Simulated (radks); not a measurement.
Values are calculated unless marked as measured or tabulated.
Task: The germanium ion Ge22+, [Ne]. Code: a radial shooting solver on a logarithmic mesh with Libxc functionals. Model: non-relativistic Kohn-Sham, PBE, spin-polarised, spherical densities, point nucleus. Every spin shell is full or empty, so the densities are truly spherical. Functionals are evaluated on that one density, not self-consistently. Rank these exchange functionals by their error against the exact value of the orbitals, and give that value: LDA, B88, PBE, revPBE, PW86, WC, AM05, SOGGA, G96, TPSS, SCAN, r2SCAN, MVS.

Result: Exact: -50.7181 hartree. From best to worst, with 100 (|E| - |E exact|)/|E exact| (equal figures are ties): r2SCAN -0.03, G96 -0.09, PW86 -0.09, TPSS -0.12, SCAN +0.26, MVS -0.30, B88 -0.34, revPBE -0.50, PBE -0.99, WC -1.95, SOGGA -3.87, AM05 -7.10, LDA -8.23.
